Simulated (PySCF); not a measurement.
A structure optimised at r2SCAN-D4/def2-TZVP, used in a PySCF frequency run:

```
Si
C 1 1.7021
H 2 1.0839 1 122.28
H 2 1.0839 3 115.44 1 180.00
H 1 1.4775 2 122.53 3 0.00
H 1 1.4775 5 114.94 2 180.00
```
Charge 0, spin multiplicity 1.

Q: Write its SMILES, formula and point group.

A: C=[SiH2], CH₄Si, C2v

Q: What are its rotational constants (standard atomic weights)?

A: 104.83, 14.818, 12.983 GHz
